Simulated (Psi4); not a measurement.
P (SMILES [P+]), charge +1, triplet; Psi4 with PBE/STO-3G.

Psi4 was given this input:
```
memory 2 GB

molecule mol {
1 3
P     0.000000    0.000000    0.000000
}

set {
  basis sto-3g
  reference uks
  e_convergence 1e-8
}

energy('pbe')
print_variables()
```

Output, abridged:

```
   => Loading Basis Set <=

    Name: STO-3G
    Role: ORBITAL
    Keyword: BASIS

         ---------------------------------------------------------
                                   SCF
               by Justin Turney, Rob Parrish, Andy Simmonett
                          and Daniel G. A. Smith
                              UKS Reference
         ---------------------------------------------------------

  ==> Geometry <==

    Molecular point group: d2h
    Geometry (in Angstrom), charge = 1, multiplicity = 3:

       Center              X                  Y                   Z               Mass
    ------------   -----------------  -----------------  -----------------  -----------------
         P            0.000000000000     0.000000000000     0.000000000000    30.973761998420

  Running in d2h symmetry.

  Rotational constants: A = ************  B = ************  C = ************ [cm^-1]
  Rotational constants: A = ************  B = ************  C = ************ [MHz]
  Nuclear repulsion =    0.000000000000000

  Charge       = 1
  Multiplicity = 3
  Electrons    = 14
  Nalpha       = 8
  Nbeta        = 6

  ==> Algorithm <==

  SCF Algorithm Type is DF.
  DIIS enabled.
  MOM disabled.
  Fractional occupation disabled.
  Guess Type is CORE.
  Energy threshold   = 1.00e-08
  Density threshold  = 1.00e-06
  Integral threshold = 1.00e-12

  ==> Primary Basis <==

  Basis Set: STO-3G
    Blend: STO-3G
    Number of shells: 5
    Number of basis functions: 9
    Number of Cartesian functions: 9
    Spherical Harmonics?: true
    Max angular momentum: 1

  ==> DFT Potential <==

   => LibXC <=

    Version 7.1.2
    S. Lehtola, C. Steigemann, M. J. T. Oliveira, and M. A. L. Marques,  SoftwareX 7, 1–5 (2018) (10.1016/j.softx.2017.11.002)

   => Composite Functional: PBE <=

    PBE GGA Exchange-Correlation Functional

    J.P. Perdew et. al., Phys. Rev. Lett., 77(18), 3865-3868, 1996

    Deriv               =              1
    GGA                 =           TRUE
    Meta                =          FALSE

    Exchange Hybrid     =          FALSE
    MP2 Hybrid          =          FALSE

   => Exchange Functionals <=

    1.0000     XC_GGA_X_PBE

   => Correlation Functionals <=

    1.0000     XC_GGA_C_PBE

   => LibXC Density Thresholds  <==

    XC_GGA_C_PBE:  1.00E-12
    XC_GGA_X_PBE:  1.00E-15

   => Molecular Quadrature <=

    Radial Scheme          =       TREUTLER
    Pruning Scheme         =           NONE
    Nuclear Scheme         =       TREUTLER

    Blocking Scheme        =         OCTREE
    BS radius alpha        =              1
    Pruning alpha          =              1
    Radial Points          =             75
    Spherical Points       =            302
    Total Points           =          19328
    Total Blocks           =            204
    Max Points             =            241
    Max Functions          =              9
    Weights Tolerance      =       1.00E-15

   => Loading Basis Set <=

    Name: (STO-3G AUX)
    Role: JKFIT
    Keyword: DF_BASIS_SCF

  ==> Integral Setup <==

  SCF_SUBTYPE=INCORE selected. In-core MEM_DF algorithm will be used.
  Using in-core AOs.

  ==> MemDFJK: Density-Fitted J/K Matrices <==

    J tasked:                   Yes
    K tasked:                    No
    wK tasked:                   No
    Algorithm:                 Core
    Schwarz Cutoff:           1E-12
    Mask sparsity (%):       0.0000
    Fitting Condition:        1E-10

   => Auxiliary Basis Set <=

  Basis Set: (STO-3G AUX)
    Blend: DEF2-UNIVERSAL-JKFIT
    Number of shells: 38
    Number of basis functions: 128
    Number of Cartesian functions: 155
    Spherical Harmonics?: true
    Max angular momentum: 4

  Minimum eigenvalue in the overlap matrix is 5.9726912615E-01.
  Reciprocal condition number of the overlap matrix is 4.2175035708E-01.
    Using symmetric orthogonalization.

  ==> Pre-Iterations <==

  SCF Guess: Core (One-Electron) Hamiltonian.

   -------------------------------------------------------
    Irrep   Nso     Nmo     Nalpha   Nbeta   Ndocc  Nsocc
   -------------------------------------------------------
     Ag         3       3       3       3       3       0
     B1g        0       0       0       0       0       0
     B2g        0       0       0       0       0       0
     B3g        0       0       0       0       0       0
     Au         0       0       0       0       0       0
     B1u        2       2       2       1       1       1
     B2u        2       2       2       1       1       1
     B3u        2       2       1       1       1       0
   -------------------------------------------------------
    Total       9       9       8       6       6       2
   -------------------------------------------------------

  ==> Iterations <==

                           Total Energy        Delta E     RMS |[F,P]|

   @DF-UKS iter   1:  -336.56222629058954   -3.36562e+02   2.64208e-01 ADIIS
   @DF-UKS iter   2:  -336.91161319293246   -3.49387e-01   1.53357e-02 DIIS/ADIIS
   @DF-UKS iter   3:  -336.91268111510982   -1.06792e-03   4.77308e-04 DIIS/ADIIS
   @DF-UKS iter   4:  -336.91268215589258   -1.04078e-06   1.80893e-07 DIIS
   @DF-UKS iter   5:  -336.91268215589275   -1.70530e-13   3.22394e-08 DIIS
  Energy and wave function converged.

  ==> Post-Iterations <==

   Electrons on quadrature grid:
      Nalpha   =    7.9999999999 ; deviation = -1.453e-10
      Nbeta    =    5.9999999999 ; deviation = -1.453e-10
      Ntotal   =   13.9999999997 ; deviation = -2.907e-10

   @Spin Contamination Metric:   3.691767532E-07
   @S^2 Expected:                2.000000000E+00
   @S^2 Observed:                2.000000369E+00
   @S   Expected:                1.000000000E+00
   @S   Observed:                1.000000000E+00

    Orbital Energies [Eh]
    ---------------------

    Alpha Occupied:

       1Ag   -75.832857     2Ag    -6.504644     1B3u   -4.702216
       1B1u   -4.687611     1B2u   -4.687611     3Ag    -0.831740
       2B1u   -0.482944     2B2u   -0.482944

    Alpha Virtual:

       2B3u   -0.479797

    Beta Occupied:

       1Ag   -75.823917     2Ag    -6.491827     1B3u   -4.695227
       1B1u   -4.667828     1B2u   -4.667828     3Ag    -0.747672

    Beta Virtual:

       2B3u   -0.434426     2B1u   -0.379257     2B2u   -0.379257

    Final Occupation by Irrep:
             Ag   B1g   B2g   B3g    Au   B1u   B2u   B3u
    DOCC [     3,    0,    0,    0,    0,    1,    1,    1 ]
    SOCC [     0,    0,    0,    0,    0,    1,    1,    0 ]
    NA   [     3,    0,    0,    0,    0,    2,    2,    1 ]
    NB   [     3,    0,    0,    0,    0,    1,    1,    1 ]

  @DF-UKS Final Energy:  -336.91268215589275

   => Energetics <=

    Nuclear Repulsion Energy =              0.0000000000000000
    One-Electron Energy =                -462.4283536864016355
    Two-Electron Energy =                 148.2300731836603518
    DFT Exchange-Correlation Energy =     -22.7144016531514978
    Empirical Dispersion Energy =           0.0000000000000000
    VV10 Nonlocal Energy =                  0.0000000000000000
    Total Energy =                       -336.9126821558927531

  UHF NO Occupations:
  HONO-2 :    1B3u 1.9999998
  HONO-1 :    2B2u 1.0000000
  HONO-0 :    2B1u 1.0000000
  LUNO+0 :    2B3u 0.0000002

Computation Completed

Properties will be evaluated at   0.000000,   0.000000,   0.000000 [a0]

Properties computed using the SCF density matrix

 Multipole Moments:

 ------------------------------------------------------------------------------------
     Multipole            Electronic (a.u.)      Nuclear  (a.u.)        Total (a.u.)
 ------------------------------------------------------------------------------------

 L = 1.  Multiply by 2.5417464519 to convert [e a0] to [Debye]
 Dipole X            :          0.0000000            0.0000000            0.0000000
 Dipole Y            :          0.0000000            0.0000000            0.0000000
 Dipole Z            :          0.0000000            0.0000000            0.0000000
 Magnitude           :                                                    0.0000000

 ------------------------------------------------------------------------------------

  Variable Map:
  ----------------------------------------------------------------------------
  "CURRENT ENERGY"              =>    -336.912682155893
  "CURRENT REFERENCE ENERGY"    =>    -336.912682155893
  "DD SOLVATION ENERGY"         =>       0.000000000000
  "DFT FUNCTIONAL TOTAL ENERGY" =>    -336.912682155893
  "DFT TOTAL ENERGY"            =>    -336.912682155893
  "DFT VV10 ENERGY"             =>       0.000000000000
  "DFT XC ENERGY"               =>     -22.714401653151
  "GRID ELECTRONS ALPHA"        =>       7.999999999855
  "GRID ELECTRONS BETA"         =>       5.999999999855
  "GRID ELECTRONS TOTAL"        =>      13.999999999709
  "NUCLEAR REPULSION ENERGY"    =>       0.000000000000
  "ONE-ELECTRON ENERGY"         =>    -462.428353686402
  "PCM POLARIZATION ENERGY"     =>       0.000000000000
  "PE ENERGY"                   =>       0.000000000000
  "SCF ITERATION ENERGY"        =>    -336.912682155893
  "SCF ITERATIONS"              =>       5.000000000000
  "SCF TOTAL ENERGY"            =>    -336.912682155893
  "TWO-ELECTRON ENERGY"         =>     148.230073183660
  "XC GRID RADIAL POINTS"       =>      75.000000000000
  "XC GRID SPHERICAL POINTS"    =>     302.000000000000
  "XC GRID TOTAL POINTS"        =>   19328.000000000000

  Array Variable Map:
  ----------------------------------------------------------------------------
  "CURRENT DIPOLE"              =>       0.000000000000 ... 0.000000000000 1 by 3
  "SCF DIPOLE"                  =>       0.000000000000 ... 0.000000000000 1 by 3
  "SCF TOTAL ENERGIES"          =>    -336.562226290590 ... -336.912682155893 1 by 5
```
